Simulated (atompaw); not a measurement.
**Pseudopotential generation for zirconium (Zr): PAW (atompaw), PBE, scalar-relativistic.**

```
Element                 : Zr (Z = 40)
Generator               : atompaw 4.2.0.5
Type                    : PAW
Functional              : PBE
Relativity              : scalar-relativistic
Frozen core             : [Ar] 3d10
Valence charge          : 12
Reference configuration : 4s2 4p6 4d2 5s1.75 5p0.25
Partial waves           : 4s (bound): rc 2.10 bohr; 5s (bound): rc 2.90 bohr; 4p (bound): rc 2.25 bohr; 5p (bound): rc 2.90 bohr; 4d (bound): rc 2.90 bohr; 4d channel at 0.7 Ry: rc 2.90 bohr
Local potential         : bessel scheme, radius 2.10 bohr
Core correction         : smooth core density matched at 2.75 bohr
Augmentation charge     : besselshape compensation charge, radius 2.10 bohr; PAW radius 2.90 bohr; waves and projectors: custom rrkj gramschmidtortho
```

All-electron outer shells of the reference configuration (PBE, scalar-relativistic, ld1.x):

| shell | level (eV) | outermost node (bohr) | outermost maximum (bohr) |
| --- | --- | --- | --- |
| 3p | -317.98 | 0.18 | 0.40 |
| 3d | -175.03 | – | 0.35 |
| 4s | -54.83 | 0.55 | 1.08 |
| 4p | -32.78 | 0.56 | 1.17 |
| 5s | -4.63 | 1.47 | 3.15 |
| 4d | -3.87 | 0.58 | 1.59 |
| 5p | -1.63 | 1.70 | 4.10 |

(1) Estimate the cutoffs (Ry, on a coarse ladder) from which the occupation-weighted sum of valence levels, in a spherical-Bessel basis at the reference potential, stays within 10 and 1 mRy of its value at 400 Ry.

(2) Does the potential have ghost states?

(3) Is the overlap operator S = 1 + Σ q|β⟩⟨β| positive definite (Bessel basis up to 400 Ry)?

## Answers

(1) 15 Ry and 30 Ry.

(2) No extra level below or beside the all-electron valence levels (s, p, d, f tested).

(3) Yes: its lowest eigenvalue is 0.24 (d channel).
